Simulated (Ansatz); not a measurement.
Species: C4H9B, SMILES `BCC(=C)C` (charge 0, multiplicity 1), formula C4H9B.

**Question.** How many basis functions does frozen-core CCSD(T)/cc-pVTZ // M06-2X/def2-TZVP run with Ansatz (a quantum-chemistry and plane-wave program) use, how many core orbitals are frozen, and how many electrons are correlated?

**Answer.** 276 basis functions and 5 frozen orbitals, which leaves 28 correlated electrons. Core time is of the order of minutes.
